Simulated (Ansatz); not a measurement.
Name a neutral molecule of C, N, Zn and H with size of the dipole moment (PBE/def2-TZVPP) between 0.50 and 0.80 D and LUMO energy (PBE/def2-TZVPP) between -0.90 and -0.60 eV (Ansatz, PBE0-D4/def2-TZVP geometry).

`C[CH2][Zn][NH2]` (0.68 D, -0.75 eV); `[CH3][Zn][NH2]` (0.74 D, -0.73 eV). Other molecules can fit too; these were computed, each in one conformer that needn't be the lowest.
